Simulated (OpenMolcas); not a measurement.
An OpenMolcas run meant for As+ (ANO-RCC-VTZP, DKH2; inactive shells 1s 2s 2p 3s 3p 3d; intended active space 4 electrons in 8 orbitals (4s 4p 5s 5p)). One step of its input:

```
&CASPT2
Multistate=3 1 2 3
Frozen=3 6
IPEA=0.25
Shift=3.0
MaxIter=60
WThr=0.0 0.3 0.05
PrWF=0.5
NoMix
```

The run finished. Its levels beside those of a sound run (SS-CASPT2, IPEA 0.25 Eh, imaginary shift 0.1 Eh (closed shells correlated: 3d)), in cm-1 above each run's lowest level:

```json
{"Level": "4s2 4p2 3P0", "This run": "0.0", "Usual run": "0.0"}
{"Level": "4s2 4p2 3P1", "This run": "894", "Usual run": "893"}
{"Level": "4s2 4p2 3P2", "This run": "2201", "Usual run": "2186"}
{"Level": "4s2 4p2 1D2", "This run": "11203", "Usual run": "10181"}
{"Level": "4s2 4p2 1S0", "This run": "21865", "Usual run": "21967"}
{"Level": "4s 4p3 5S* 2", "This run": "48038", "Usual run": "50009"}
```

**Question.** Which setting is unsound, and how much does it matter here?

**Answer.** The level shift is far above the usual 0.1 to 0.3 hartree and damps the second-order energy. Against the sound run the excited levels shown move by 620 cm-1 on average and by 2000 cm-1 at most.

Term energies are means over components that CASPT2 splits; among the terms shown or strongly mixed into the levels shown the widest spread is 58 cm-1 (4s2 4p2 1D, the sound run). Some high roots are left out of the spin-orbit mixing, which shifts the levels that they would mix with. Active for correlation alone: 5p 5s; no level in the range computed is led by a configuration that fills them, so any true level of that kind is missing. Terms of s pⁿ other than that of highest spin mix with s² pⁿ⁻² d, which this space lacks; all of them can be thousands of cm-1 off, and some have no real level of that name. Only configurations of the active space appear.

* marks odd parity.
